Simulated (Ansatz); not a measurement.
`BrC[SiH2]Br`, relaxed with RKS PBE0-D4/def2-TZVP in the Gaussian-basis code of Ansatz from a PBE-D4/def2-SVP geometry. The force threshold is 0.005 eV/Å; the program also tests the step.

Charge 0, multiplicity 1.

Start:

```xyz
8

Br    1.095   -1.886   -1.069
C     0.042   -0.938    0.295
Si   -0.054    0.873   -0.247
Br   -1.261    1.997    1.285
H    -0.953   -1.421    0.346
H     0.557   -1.066    1.266
H    -0.746    0.976   -1.572
H     1.321    1.465   -0.303
```

(1) How much energy does the relaxation release, and in how many steps? (Estimate.)

(2) Which bonds change most? (Best estimate.)

(3) Give the relaxed structure. (Best estimate.)

Answers

(1) Ansatz gave: 0.76 kcal/mol, in 4 steps.

(2) The calculation gave: Si3–Br4 from 2.250 to 2.226 Å; C2–Si3 from 1.892 to 1.869 Å; Si3–H8 from 1.498 to 1.478 Å; Si3–H7 from 1.498 to 1.478 Å.

(3) The calculation gave: 
```xyz
8

Br    1.084   -1.850   -1.059
C     0.037   -0.928    0.298
Si   -0.053    0.858   -0.245
Br   -1.243    1.986    1.262
H    -0.938   -1.411    0.340
H     0.550   -1.060    1.249
H    -0.740    0.961   -1.549
H     1.303    1.444   -0.297
```
